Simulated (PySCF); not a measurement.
## C5H5F4O: g tensor and hyperfine couplings

Species: C5H5F4O (doublet state).
Z-matrix (Å and degrees, GFN2-xTB geometry), rows numbered from 1:
```
C 
O   1  1.4500
C   2  1.2702  1  123.34
C   3  1.3059  2  152.75  1    -0.17
C   4  1.5343  3  129.25  2    -0.13
F   5  1.3628  4  111.75  3    -0.07
C   4  1.5029  3  120.18  2   179.96
F   7  1.3494  4  112.20  3  -120.96
F   7  1.3331  4  113.42  3    -0.02
F   7  1.3494  4  112.19  3   120.90
H   1  1.0893  2  110.14  3   -60.27
H   1  1.0893  2  110.09  3    60.81
H   1  1.0867  2  105.31  3  -179.75
H   5  1.0965  4  109.92  3   119.03
H   5  1.0965  4  109.92  3  -119.18
```

The hyperfine couplings belong to this conformer and change with its torsions.

Identity: `CO/[C]=C(\CF)C(F)(F)F` [radical].

Theory: UKS B3LYP, pcH-1 on C F H O, non-relativistic, mean-field spin-orbit, GIAO in PySCF 2.14.0. One conformer (not necessarily the lowest) at the GFN2-xTB geometry, without solvent, vibrations or thermal averaging. GFN2-xTB frequencies show an imaginary mode (114i cm⁻¹), so this geometry is no minimum at that level. Couplings are sensitive to structure, and on GFN2-xTB geometries they can be far from those on DFT ones. No stability test was run, so a lower SCF solution isn't excluded.

```
g1, g2, g3                      : 2.00137, 2.00217, 2.00345
g_iso                           : 2.00233
Form of g                       : rhombic: the two nearest values differ by 39 % of g3 − g1
⟨S²⟩                            : 0.7564 (exact 0.7500)
α and β electrons               : 40, 39
HOMO–LUMO gap, α and β orbitals : 6.72, 4.71 eV
Basis functions                 : 300
```

Hyperfine couplings atom by atom, in MHz; T1 to T3 are the principal values of the dipolar part:

| atom | isotope | a_iso | T1 | T2 | T3 | Mulliken spin population |
| --- | --- | --- | --- | --- | --- | --- |
| C1 | 13C | 85.3 | -9.1 | -8.8 | 17.9 | 0.08 |
| O2 | 17O | -167.7 | -14.5 | 5.4 | 9.1 | 0.02 |
| C3 | 13C | 352.2 | -82.2 | -64.1 | 146.3 | 0.95 |
| C4 | 13C | 5.9 | -16.2 | -0.9 | 17.2 | -0.14 |
| C5 | 13C | 56.7 | -8.1 | -7.9 | 16.1 | 0.07 |
| F6 | 19F | 13.0 | -8.3 | -1.9 | 10.2 | 0.00 |
| C7 | 13C | 59.2 | -4.7 | -3.7 | 8.4 | 0.03 |
| F8 | 19F | -2.9 | -4.0 | -3.0 | 7.0 | 0.00 |
| F9 | 19F | 19.3 | -11.3 | -6.8 | 18.2 | 0.00 |
| F10 | 19F | -2.7 | -4.0 | -3.1 | 7.1 | 0.00 |
| H11 | 1H | -4.8 | -5.6 | -2.0 | 7.5 | 0.00 |
| H12 | 1H | -4.7 | -5.6 | -2.0 | 7.5 | 0.00 |
| H13 | 1H | -4.4 | -5.3 | -2.4 | 7.6 | 0.00 |
| H14 | 1H | -4.1 | -4.1 | -1.0 | 5.2 | 0.00 |
| H15 | 1H | -4.2 | -4.1 | -1.0 | 5.2 | 0.00 |

The largest Mulliken spin populations are on C3 (+0.95), C4 (-0.14), C1 (+0.08) and C5 (+0.07). C3 is the only atom above +0.15. The positive populations add up to 1.15 and the negative ones to -0.15, together 2S = 1.

Axes: g1 points within 2° of the O2–C3 bond and g2 points within 11° of the C4–C5 bond.

Under fast tumbling the dipolar parts average out, and these isotropic splittings remain: 1 × 19F (F6, I = 1/2, 2 lines) with 0.46 mT, 3 × 1H (H11/H12/H13, I = 1/2, 4 lines) with 0.17 mT, 3 × 19F (F8/F9/F10, I = 1/2, 4 lines) with 0.16 mT and 2 × 1H (H14/H15, I = 1/2, 3 lines) with 0.15 mT.

Nuclei that the bonding pattern makes equivalent are averaged, as if the motion that swaps them (rotation, inversion, ring flip) were fast. The three 19F nuclei of mean +4.6 MHz run from -2.9 to 19.3 MHz in the frozen geometry.

The 13C coupling of C3 (352.2 MHz) shows only in satellite lines or after enrichment, since that isotope makes up about 1.07 % of natural carbon.

The 17O coupling of O2 (-167.7 MHz) shows only in satellite lines or after enrichment, since that isotope makes up about 0.038 % of natural oxygen.
